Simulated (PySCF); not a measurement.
Isomers of C4H8OSi2, one conformer each. The calculation used core-valence-separated Tamm–Dancoff BHandHLYP/aug-pcX-1 (pcseg-1 on H, def2-SVPD on Si) in PySCF, non-relativistic, gas phase, PBE0-D3(BJ)/def2-SVP geometry. No empirical shift is added; at this level the pattern usually sits a few eV under experiment.

P. `O[SiH]1C=C[SiH2]C=C1`
Q. `C#C[Si@H]1CC[SiH2]O1`

Main lines, eV (oscillator strength):
1. C K: 282.7 (0.050), 282.8 (0.053), 283.0 (0.053), 283.2 (0.055), 285.3 (0.009); O K: 532.2 (0.004), 533.0 (0.023), 533.3 (0.006), 533.5 (0.021), 534.2 (0.003)
2. C K: 281.9 (0.094), 281.9 (0.134), 285.7 (0.014), 285.8 (0.021), 286.6 (0.039); O K: 531.6 (0.014), 532.9 (0.022), 533.4 (0.004), 534.1 (0.010), 534.2 (0.005)
Listed: the first five lines at most of each edge with a tenth or more of its strongest line's intensity; roots within 0.03 eV on the same or equivalent atoms are summed. Only the lowest roots were sought, and the top ones are left out.

Q: Which spectrum belongs to which isomer?

A: 1 = Q, 2 = P.
- P: first C line listed at 281.9 eV, hole on the alkene CH carbon; first O line listed at 531.6 eV, hole on the silanol oxygen.
- Q: first C line listed at 282.7 eV, hole on the alkyne carbon (1s→π*); first O line listed at 532.2 eV, hole on the siloxane oxygen.

Q: What are the ground-state energies of the isomers at BHandHLYP/aug-pcX-1 (pcseg-1 on H, def2-SVPD on Si), relative to the lowest?

A: P 44.5, Q 0.0 kJ/mol (electronic energies on these geometries, no dispersion or zero-point terms).
